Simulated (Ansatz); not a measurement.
Species: sum formula Si2H2F3, net charge -1, singlet state. It need not be the lowest isomer of its formula. Whether it binds its extra electron was not tested at this geometry. 
Structure (B3LYP-D3(BJ)/def2-TZVP (Ansatz, a quantum-chemistry and plane-wave program) minimum search):
```xyz
7

F     -2.2844     0.8921    -0.5532
Si    -1.3088    -0.2179     0.1943
Si     1.0769    -0.0823    -0.5445
F      1.5270    -1.3932     0.4184
F      1.5259     1.1449     0.5150
H     -1.9753    -1.5268    -0.1665
H     -1.6950    -0.0645     1.6491
```
Charge -1, spin multiplicity 1.

Basis-set convergence of Hartree-Fock and MP2 correlation energies (hartree) with Ansatz. Cores are frozen in the correlated levels unless marked. Spin-orbit coupling is left out. Non-relativistic. This anion needs diffuse functions, which these sets lack.

```json
[
 {"basis": "cc-pV(D+d)Z", "functions": "98", "E(HF)": "-877.53171", "E(corr, MP2)": "-0.74716"},
 {"basis": "cc-pV(T+d)Z", "functions": "196", "E(HF)": "-877.67525", "E(corr, MP2)": "-0.99701"},
 {"basis": "cc-pV(Q+d)Z", "functions": "353", "E(HF)": "[?]", "E(corr, MP2)": "[?]"}
]
```

**Question.** Fill in the missing entries.

**Answer.** 
- cc-pV(Q+d)Z, E(HF): -877.71459
- cc-pV(Q+d)Z, E(corr, MP2): -1.09080
